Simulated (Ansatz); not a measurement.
Cost and result for the atomization energy of C$_{2}$H$_{2}$AlF (`FC#[C][AlH2]`) (6 atoms, 5 bonds).

Charge 0, multiplicity 1. The geometry is a stationary point of PBE0-D4/def2-TZVP. Program: Ansatz. All runs use 2 threads of an Arm Neoverse V1 on a shared host. Times are those of one run each, without the atoms' runs, and a repeat can differ threefold. Electronic energies, without spin–orbit coupling; frozen cores. CCSD(T)/CBS adds CCSD(T) − MP2 in def2-TZVPP to the MP2 limit, and its time is that of the two runs behind it. T1 = 0.013. HSE06 is the plane-wave form, built on full-range PBE exchange.

CCSD(T)/CBS is a level of theory with its own doubt, some kJ/mol a heavy atom from the limit and from the frozen cores, so smaller differences don't rank the functionals.

```csv
level,functions,wall time
CCSD(T)/def2-SVP,70,1.1 s
BLYP-D4/def2-TZVPP,163,1.4 s
revPBE-D4/def2-TZVPP,163,1.4 s
PBE-D4/def2-TZVPP (with forces),163,1.8 s
PBE0-D4/def2-TZVPP,163,1.8 s
HSE06-D4/def2-TZVPP,163,1.9 s
r2SCANh-D4/def2-TZVPP,163,3.5 s
B97M-V/def2-TZVPP,163,5.5 s
ωB97X-V/def2-TZVPP,163,5.5 s
ωB97M-V/def2-TZVPP (with forces),163,7.5 s
MP2/def2-QZVPP,301,8 s
CCSD(T)/def2-TZVPP,163,21 s
CCSD(T)/CBS(def2),–,29 s
```

What atomization energy does each give, and how far from CCSD(T)/CBS? (Estimate.)

The calculation gave: 
```json
{"level": "CCSD(T)/def2-SVP", "atomization (kcal/mol)": "490.4", "difference from CCSD(T)/CBS": "-24.7", "per bond": "-4.9"}
{"level": "BLYP-D4/def2-TZVPP", "atomization (kcal/mol)": "518.9", "difference from CCSD(T)/CBS": "3.8", "per bond": "0.8"}
{"level": "revPBE-D4/def2-TZVPP", "atomization (kcal/mol)": "516.6", "difference from CCSD(T)/CBS": "1.5", "per bond": "0.3"}
{"level": "PBE-D4/def2-TZVPP (with forces)", "atomization (kcal/mol)": "533.2", "difference from CCSD(T)/CBS": "18.1", "per bond": "3.6"}
{"level": "PBE0-D4/def2-TZVPP", "atomization (kcal/mol)": "516.4", "difference from CCSD(T)/CBS": "1.3", "per bond": "0.3"}
{"level": "HSE06-D4/def2-TZVPP", "atomization (kcal/mol)": "516.9", "difference from CCSD(T)/CBS": "1.8", "per bond": "0.4"}
{"level": "r2SCANh-D4/def2-TZVPP", "atomization (kcal/mol)": "512.9", "difference from CCSD(T)/CBS": "-2.2", "per bond": "-0.4"}
{"level": "B97M-V/def2-TZVPP", "atomization (kcal/mol)": "523.8", "difference from CCSD(T)/CBS": "8.7", "per bond": "1.7"}
{"level": "ωB97X-V/def2-TZVPP", "atomization (kcal/mol)": "516.1", "difference from CCSD(T)/CBS": "1.0", "per bond": "0.2"}
{"level": "ωB97M-V/def2-TZVPP (with forces)", "atomization (kcal/mol)": "517.3", "difference from CCSD(T)/CBS": "2.2", "per bond": "0.4"}
{"level": "MP2/def2-QZVPP", "atomization (kcal/mol)": "528.5", "difference from CCSD(T)/CBS": "13.4", "per bond": "2.7"}
{"level": "CCSD(T)/def2-TZVPP", "atomization (kcal/mol)": "500.3", "difference from CCSD(T)/CBS": "-14.8", "per bond": "-3.0"}
{"level": "CCSD(T)/CBS(def2)", "atomization (kcal/mol)": "515.1", "difference from CCSD(T)/CBS": "0.0", "per bond": "0.0"}
```

The D4 term adds +3.4 kcal/mol with B3LYP and +1.8 kcal/mol with PBE0; it sums over pairs of atoms, weighted by their polarisabilities, and B3LYP, whose exchange is more repulsive, gets the larger term. From PBE to PBE0 (25 % exact exchange), in def2-TZVPP and without D4, the atomization energy moves by −16.4 kcal/mol: exact exchange takes away binding that semilocal exchange gives to molecules. At CCSD(T), def2-SVP lies −24.7 kcal/mol from the extrapolated value and def2-TZVPP −14.8 kcal/mol: correlation converges slowly with the basis, and small sets miss more of it in the bonded molecule than in its fragments.

B3LYP here is the variant with VWN-RPA as its local correlation; programs differ in this.
